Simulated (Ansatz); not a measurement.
Species: sum formula SiOCl$_{2}$, net charge 0, singlet state. 
Coordinates optimised at B3LYP-D3(BJ)/def2-TZVP (Ansatz, a first-principles code):
```
Si
O 1 1.5099
Cl 1 2.0170 2 125.67
Cl 1 2.0170 2 125.67 3 180.00
```
Charge 0, spin multiplicity 1.

Basis-set convergence of Hartree-Fock and CCSD correlation energies (hartree) with Ansatz. Correlated levels leave the core frozen unless marked. No spin-orbit coupling. No relativistic terms.

```
basis        functions        E(HF)  E(corr, CCSD)
-----------  ---------  -----------  -------------
cc-pV(D+d)Z         83  -1282.90558       -0.57451
cc-pV(T+d)Z        147            ?              ?
```

Q: Some entries are withheld; supply them.

A: 
- cc-pV(T+d)Z, E(HF): -1282.98613
- cc-pV(T+d)Z, E(corr, CCSD): -0.74643
